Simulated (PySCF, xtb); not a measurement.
Sn(Me)(Cl)3 (CH3Cl3Sn), SMILES [Cl][Sn]([Cl])([Cl])[CH3].

Harmonic wavenumbers (cm⁻¹) from GFN2-xTB (xtb) at its own minimum, in rising order: 10, 88, 88, 102, 102, 103, 270, 315, 315, 436, 715, 715, 1166, 1395, 1395, 3035, 3066, 3066.

**Question.** What does B3LYP-D3(BJ)/def2-SVP (PySCF) give at its own minimum? (The exact figures need the calculation; the answer reports its results.)

**Answer.** 38, 102, 102, 125, 125, 126, 354, 381, 381, 525, 781, 781, 1199, 1427, 1427, 3060, 3187, 3187. Paired by order, the mean absolute difference is 52 cm⁻¹ and the zero-point energies are 23.4 and 24.7 kcal/mol.
